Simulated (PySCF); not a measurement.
Hydroquinone, C6H6O2.
Structure used (PBE0-D3(BJ)/def2-SVP), in Å, numbered top down from 1:
```
atom  x, y, z in Å
O1    -2.7138    0.6020   -0.0269
C2    -1.3990    0.2762   -0.0140
C3    -0.9357   -1.0322   -0.1827
C4     0.4273   -1.3124   -0.1611
C5     1.3562   -0.2877    0.0304
O6     2.6716   -0.6110    0.0439
C7     0.8932    1.0207    0.1992
C8    -0.4699    1.3007    0.1776
H9    -3.2339   -0.1959   -0.1648
H10   -1.6510   -1.8468   -0.3339
H11    0.7907   -2.3330   -0.2936
H12    3.1903    0.1877    0.1817
H13    1.6085    1.8353    0.3505
H14   -0.8331    2.3214    0.3101
```

Level: wB97X-D/def2-SVPD in PySCF, non-relativistic, on one gas-phase PBE0-D3(BJ)/def2-SVP geometry that isn't relaxed in the solvent. The solvent is an IEF-PCM continuum (Bondi radii, 1.10 Å for H, scaled by 1.2), and excitations are vertical TDDFT with non-equilibrium linear response and a frozen core. The model holds no explicit solvent molecules, cavitation or dispersion.

Gas-phase singlets (H = HOMO, L = LUMO):

| state | E (eV) | λ (nm) | f | leading configuration |
| --- | --- | --- | --- | --- |
| S1 | 4.743 | 261 | 0.062 | H→L 90% |
| S2 | 5.851 | 212 | 0.078 | H→L+1 78% |
| S3 | 6.038 | 205 | 0.000 | H→L+2 92% |
| S4 | 6.097 | 203 | 0.000 | H→L+3 91% |
| S5 | 6.920 | 179 | 0.628 | H-1→L 77% |

What are the lowest 5 singlets in chloroform (ε = 4.711)?

```json
{"state": "S1", "E (eV)": "4.722", "λ (nm)": "263", "f": "0.090", "leading configuration": "H→L 92%", "change by rank (eV)": "-0.021"}
{"state": "S2", "E (eV)": "5.803", "λ (nm)": "214", "f": "0.119", "leading configuration": "H→L+1 81%", "change by rank (eV)": "-0.048"}
{"state": "S3", "E (eV)": "6.231", "λ (nm)": "199", "f": "0.000", "leading configuration": "H→L+3 89%", "change by rank (eV)": "+0.193"}
{"state": "S4", "E (eV)": "6.381", "λ (nm)": "194", "f": "0.001", "leading configuration": "H→L+2 91%", "change by rank (eV)": "+0.284"}
{"state": "S5", "E (eV)": "6.740", "λ (nm)": "184", "f": "0.756", "leading configuration": "H-1→L 80%", "change by rank (eV)": "-0.180"}
```

Give the list for acetonitrile (ε = 35.69), n² = 1.81.

| state | E (eV) | λ (nm) | f | leading configuration | change by rank (eV) |
| --- | --- | --- | --- | --- | --- |
| S1 | 4.741 | 262 | 0.083 | H→L 92% | -0.002 |
| S2 | 5.816 | 213 | 0.114 | H→L+1 80% | -0.035 |
| S3 | 6.244 | 199 | 0.000 | H→L+2 89% | +0.206 |
| S4 | 6.506 | 191 | 0.001 | H→L+3 91% | +0.409 |
| S5 | 6.780 | 183 | 0.733 | H-1→L 80% | -0.140 |

How do the frontier levels move from gas to acetonitrile?

| orbital | gas (eV) | solvent (eV) | change (eV) | Löwdin shares, gas | Löwdin shares, solvent |
| --- | --- | --- | --- | --- | --- |
| LUMO+2 | 2.16 | 2.55 | +0.39 | O1 20 %, O6 20 %, H9 12 %, H12 12 % | O1 13 %, O6 13 %, C3 10 %, C7 9 % |
| LUMO+1 | 2.13 | 2.11 | -0.02 | C5 21 %, C2 21 %, C4 10 %, C8 10 % | C5 21 %, C2 21 %, C3 10 %, C7 10 % |
| LUMO | 1.28 | 1.29 | +0.01 | C7 19 %, C3 19 %, C8 18 %, C4 18 % | C8 18 %, C4 18 %, C7 18 %, C3 18 % |
| HOMO | -7.76 | -7.79 | -0.03 | C2 16 %, C5 16 %, O6 15 %, O1 15 % | C2 16 %, C5 16 %, O6 15 %, O1 15 % |
| HOMO-1 | -9.28 | -9.29 | -0.01 | C7 21 %, C3 21 %, C8 20 %, C4 20 % | C7 21 %, C3 21 %, C8 20 %, C4 20 % |
| HOMO-2 | -11.04 | -11.07 | -0.03 | O6 23 %, O1 23 %, C3 9 %, C7 9 % | O6 23 %, O1 23 %, C3 9 %, C4 9 % |
| HOMO-3 | -11.58 | -11.51 | +0.07 | C5 11 %, C2 11 %, C8 11 %, C4 11 % | C5 11 %, C2 11 %, C8 11 %, C4 11 % |

The HOMO–LUMO gap goes from 9.04 to 9.09 eV. Rows go by rank; for LUMO+1 and LUMO+2 the atom shares or the degeneracy differ between the runs, so the row needn't follow one orbital.

The run took about 70 s of CPU time (one thread, shared machine). This is the whole response run at wB97X-D/def2-SVPD in acetonitrile, SCF included.
